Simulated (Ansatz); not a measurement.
CH2BClO, SMILES `O=CBCl` at its PBE0-D4/def2-TZVP geometry, where that method's forces vanish. Total charge 0; spin multiplicity 1.

```xyz
6

O     0.9717    0.2335    1.4583
C     0.3451    0.5971    0.4892
B    -0.4464   -0.5070   -0.3229
Cl    0.0601   -0.8316   -1.9481
H     0.3885    1.6612    0.1624
H    -1.3191   -1.1532    0.1611
```

(1) What forces (eV/Å) does PBE-D4/def2-TZVPP give on these atoms in Ansatz? (An estimate is asked.)

Answers

(1) Ansatz gave: 
```
O1   0.617 -0.433  0.946
C2  -0.586  0.214 -0.809
B3  -0.032  0.082  0.118
Cl4  0.086 -0.063 -0.216
H5   0.013  0.307 -0.107
H6  -0.098 -0.107  0.069
```
